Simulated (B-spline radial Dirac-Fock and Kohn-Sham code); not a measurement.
System: technetium as Tc⁺ in the configuration 1s2 2s2 2p6 3s2 3p6 3d10 4s2 4p6 4d4 5s2 (an excited configuration). The computed values come from a radial B-spline solver: the independent-particle Dirac-Slater model, thresholds from Dirac-Fock.

Q: Which of the sources Mg Kα (1253.6 eV), Cr Kα (5414.7 eV), Cu Kα (8047.8 eV), Ag Kα (22162.9 eV) can ionise the 2s level, and how does the cross section change among them?

A: The computed threshold is 3074.8 eV, above Mg Kα; the others can ionise it. Cross sections: Cr Kα 16.1 kb, Cu Kα 7.33 kb, Ag Kα 0.732 kb. From the first to the last it falls by a factor of 22.
